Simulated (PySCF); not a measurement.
PySCF input for CaCl₂, SMILES [Cl][Ca][Cl], B3LYP/pcSseg-2. Geometry optimised at B3LYP-D3(BJ)/def2-TZVP. The isomer is the one that the SMILES or the coordinates give; other isomers of the formula were not compared.

```python
import numpy as np
from pyscf import gto, scf, dft
from pyscf.prop.nmr import rks as nmr

mol = gto.M(
    atom='''
    Ca    0.00000000    0.00000000    0.00000000
    Cl    0.00000000    0.00000000   -2.46963082
    Cl    0.00000000    0.00000000    2.46963082
    ''',
    basis='pcSseg-2',
    charge=0,
    spin=0,
    max_memory=1600,
    verbose=3,
)
mf = dft.RKS(mol, xc='b3lyp')
mf.grids.level = 3
mf.conv_tol = 1e-10
mf.max_cycle = 100
mf.kernel()
n = nmr.NMR(mf)
n.verbose = 2
n.max_cycle_cphf = 60
sigma = n.kernel()
print('atom   isotropic/ppm   span/ppm')
for i, s in enumerate(sigma):
    w = np.linalg.eigvalsh((s + s.T) / 2)
    print(f'{mol.atom_symbol(i):2s}{i + 1:3d} {w.mean():14.3f} {w[2] - w[0]:11.3f}')
```

Output:

```
converged SCF energy = -1598.27640944424
atom   isotropic/ppm   span/ppm
Ca  1        971.833     684.160
Cl  2        793.276     539.040
Cl  3        793.276     539.040
```

The run converged.

Cost: about 18 core-seconds (a rough figure).
